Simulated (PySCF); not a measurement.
Si(OH)2 (H2O2Si), SMILES O[Si]O (connectivity only; charge and spin as stated), neutral, multiplicity 1. Atoms are numbered in the order given.

```xyz
5

Si     0.6216     0.0059     0.0000
O     -0.3754     1.3183     0.0000
H     -1.3302     1.1697     0.0000
O     -0.5219    -1.2105     0.0000
H     -0.1934    -2.1152     0.0000
```

The structure is a stationary point at B3LYP-D3(BJ)/def2-TZVP. The values are those of a single conformer.

The numbers are results of PBE0/pcSseg-2 run with PySCF, not measurements.

GIAO shieldings, no solvent; atoms listed in one row are averaged. δ = σ(ref) − σ: ²⁹Si against TMS (σ = 341.9 ppm); ¹⁷O against H2O (σ = 327.8 ppm); ¹H against TMS (σ = 31.54 ppm), references at their B3LYP-D3(BJ)/def2-TZVP geometries, non-relativistic.

Computed chemical shifts:
```csv
nucleus,atoms,count,δ (ppm)
²⁹Si,Si1,1,83.2
¹⁷O,O4,1,211.7
¹⁷O,O2,1,166.8
¹H,H5,1,5.14
¹H,H3,1,4.91
```
